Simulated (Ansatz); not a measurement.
Gas-phase electronic energies from Ansatz, PBE0-D4/def2-TZVP geometries. CCSD(T)/CBS adds triple-zeta CCSD(T) − MP2 to the extrapolated MP2 energy (def2 sets, frozen cores). This one scheme is used for every species. Functionals use def2-TZVPP. B3LYP here is the variant with VWN-RPA as its local correlation; programs differ in this. Each species was taken in one conformer, which may not be the lowest.

Consider the cleavage of the B–Si bond: `CNB(F)[SiH3]` + H–F → `CNB(F)F` + SiH₄.

| level | ΔE (kJ/mol) |
| --- | --- |
| PBE-D4 | -144.6 |
| ωB97M-V | -166.7 |
| B2PLYP | -170.3 |
| B3LYP | -171.8 |

Task: What does CCSD(T)/CBS give? (Estimate.)

Result: The calculation gave: -156.7 kJ/mol. The listed levels differ from it by 12.1, -10.0, -13.6, -15.1 kJ/mol.

Largest T1 diagnostic among the species: 0.013.

From PBE to PBE0 (25 % exact exchange), in def2-TZVPP and without D4, ΔE moves by −7.8 kJ/mol. In def2-TZVPP, CCSD(T) changes the Hartree–Fock value by +37.7 kJ/mol (the triples alone add +5.3 kJ/mol) and MP2 by +36.4 kJ/mol. The D4 term adds +7.9 kJ/mol with B3LYP and +4.5 kJ/mol with PBE0; it sums over pairs of atoms, weighted by their polarisabilities, and B3LYP, whose exchange is more repulsive, gets the larger term.
